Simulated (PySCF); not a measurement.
In(F)(Et)(OH) (C2H6FInO), SMILES [CH2]([In]([OH])[F])C.

Geometry: r2SCAN-D4/def2-SVP. The def2 effective core potentials stand for the cores of In; spin–orbit coupling is left out. The values are those of a single conformer.

Two levels are set side by side: PBE/def2-TZVP (PySCF) and HF/def2-TZVP (PySCF). Same geometry, gas phase. Differences are taken from unrounded values.

| quantity | HF | PBE | PBE minus HF |
|---|---|---|---|
| orbital gap (eV) | 12.23 | 4.46 | -7.77 |
| highest occupied level (eV) | -10.96 | -6.77 | 4.19 |
| lowest empty level (eV) | 1.27 | -2.30 | -3.58 |
| dipole moment (D) | 5.69 | 5.19 | -0.50 |
| mean polarisability (bohr³) | 55.3 | 65.9 | 10.6 |

Without exact exchange PBE keeps part of each electron's self-repulsion, which lifts occupied levels and narrows the gap. Loosely held outer electrons make PBE densities more polarisable. Differences between two approximate levels are no errors against the true value.

Rough cost on one machine, each run with all the roots and properties that it gave: HF against PBE about 1/4.
